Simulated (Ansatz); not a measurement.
Y₂O₂, relaxed as a singlet with RKS PBE0-D4/def2-TZVP in Ansatz, starting from the GFN2-xTB geometry. Force threshold 0.02 eV/Å.

In the def2 sets Y takes a core potential; there is no spin–orbit coupling. The structure holds one bond between oxygen atoms, so isomers without such links may lie far lower. The restricted singlet is unstable towards broken spin symmetry in Hartree–Fock (as tested in another run); at PBE0-D4/def2-TZVP this wasn't settled. The relaxation made no stability test and no search for a lower SCF solution. No other spin state of charge 0 was run. Another isomer (singlet) lies 0.03 eV lower at PBE0-D4/def2-TZVP; other spin states weren't run for this one.

Start:

Cartesian coordinates in Å:
```
Y 0.898 -1.367 1.763
Y -0.896 1.371 -1.762
O 0.572 0.479 0.080
O -0.575 -0.482 -0.081
```

```
step  energy (eV)  largest force component (eV/Å)  SCF passes
   1   -6173.0097                           2.855          57
   2   -6174.2931                           2.055          28
   3   -6174.8400                           0.243          28
   4   -6174.8445                           0.013          23
```

Force components are those of the run's own axes.

End:

Cartesian coordinates in Å:
```
Y 0.757 -1.155 1.487
Y -0.757 1.155 -1.487
O 0.565 0.472 0.079
O -0.565 -0.473 -0.080
```

By distances, no bond broke or formed, bridged metal pairs apart. The bond that changes most is Y2–O4, from 2.52 to 2.16 Å (atoms count from 1). Metal–metal contacts that move far: Y1–Y2 4.81 to 4.06 Å.

No frequencies were taken in this run, so the end may be a saddle point.

It took 6.5 s on 4 threads of Intel Xeon on a shared host.
